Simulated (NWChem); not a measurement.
# C3H8Si; SMILES [SiH3]C1CC1

```xyz
12

Si     0.0513    -1.4280     0.0000
C     -0.5711     0.3324     0.0000
C      0.1733     1.4134    -0.7465
C      0.1733     1.4134     0.7465
H     -0.4154    -2.1730    -1.2113
H      1.5490    -1.4072     0.0000
H     -0.4154    -2.1730     1.2113
H     -1.6628     0.4345     0.0000
H     -0.4186     2.1728    -1.2650
H      1.1012     1.1484    -1.2635
H      1.1012     1.1484     1.2635
H     -0.4186     2.1728     1.2650
```
Atoms are numbered in this order, from 1.

Level: PBE0/def2-SVP (NWChem), optimised geometry, unscaled harmonic frequencies. 

List the harmonic frequencies with IR intensities, and the thermochemistry.


```tsv
frequency (cm⁻¹)	IR intensity (km/mol)
136	0.0
214	0.0
237	0.5
577	10.5
648	30.9
686	25.4
798	5.5
833	24.9
923	20.9
926	239.8
945	93.4
951	24.7
963	7.5
1040	8.4
1065	6.1
1079	2.9
1121	2.0
1180	0.5
1226	0.7
1322	13.8
1441	4.4
1495	0.6
2218	77.4
2224	128.5
2225	124.5
3141	11.7
3146	8.6
3163	1.1
3234	0.1
3244	6.5
```

```
Property                                                                           Result
-----------------------------------------------------------------------  ----------------
zero-point energy                                                           60.6 kcal/mol
thermal correction to the enthalpy at 298.15 K (with zero-point energy)     64.6 kcal/mol
heat capacity Cv                                                         19.8 cal/(mol K)
entropy at 298.15 K and 1 atm (symmetry number 1)                        73.1 cal/(mol K)
dipole moment                                                                      0.93 D
```

Rigid rotor and harmonic oscillator.
